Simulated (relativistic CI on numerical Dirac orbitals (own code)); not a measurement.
**Tb²⁺ (4f9) in a crystal field**

Calculated by Dirac-Coulomb-Breit CI, KLI orbitals optimised for each configuration, model QED, valence Slater integrals scaled by 0.85, one configuration in a parametric crystal field (own radial code).

Field parameters in Wybourne normalisation; cubic f-shell fields have B⁴₄ = √(5/14) B⁴₀ and B⁶₄ = −√(7/2) B⁶₀. The field is a parameter set, without covalency.

S and J are read from ⟨S²⟩ = S(S + 1) and ⟨J²⟩ = J(J + 1) of each level; they are not fictitious spins.

Oh, B40 = 1200, B60 = 470 cm⁻¹, the lowest 10 levels:

```csv
E (cm⁻¹),Degeneracy,Irrep,S,J
0.0,2,Γ6,2.45,7.50
25.2,4,Γ8,2.45,7.49
51.2,2,Γ7,2.45,7.49
302,4,Γ8,2.45,7.50
325,4,Γ8,2.45,7.50
2928,2,Γ7,2.47,6.50
2957,4,Γ8,2.47,6.49
3048,4,Γ8,2.47,6.50
3066,2,Γ7,2.47,6.49
3072,2,Γ6,2.47,6.50
```

Principal g values of the ground doublet: 6.61, 6.61, 6.61.

D4h, B20 = 890, B40 = -740, B44 = 590, B60 = 100, B64 = 510 cm⁻¹, the lowest 16 levels:

| E (cm⁻¹) | Degeneracy | Irrep | S | J |
| --- | --- | --- | --- | --- |
| 0.0 | 2 | Γ7 | 2.45 | 7.50 |
| 10.4 | 2 | Γ6 | 2.45 | 7.50 |
| 59.4 | 2 | Γ7 | 2.45 | 7.50 |
| 141 | 2 | Γ6 | 2.45 | 7.50 |
| 222 | 2 | Γ6 | 2.45 | 7.50 |
| 259 | 2 | Γ7 | 2.45 | 7.50 |
| 479 | 2 | Γ6 | 2.45 | 7.50 |
| 484 | 2 | Γ7 | 2.45 | 7.50 |
| 2839 | 2 | Γ7 | 2.47 | 6.50 |
| 2905 | 2 | Γ7 | 2.47 | 6.50 |
| 2976 | 2 | Γ6 | 2.47 | 6.50 |
| 3051 | 2 | Γ6 | 2.47 | 6.49 |
| 3124 | 2 | Γ7 | 2.47 | 6.49 |
| 3194 | 2 | Γ7 | 2.47 | 6.50 |
| 3224 | 2 | Γ6 | 2.47 | 6.50 |
| 4801 | 2 | Γ7 | 2.46 | 5.50 |

Principal g values of the ground doublet: 0.00, 0.00, 17.20.

The next free-ion level lies 2838 cm⁻¹ above the lowest; the field splits the ground level into components whose J stays near 15/2 as long as their spread is small against that gap.

Levels of this model without a field, named by their leading LS term: ⁶H°15/2 0, ⁶H°13/2 2838, ⁶H°11/2 4800, ⁶H°9/2 6317, ⁶H°7/2 7492, ⁶F°11/2 7559, ⁶H°5/2 8365, ⁶F°9/2 8565 cm⁻¹.
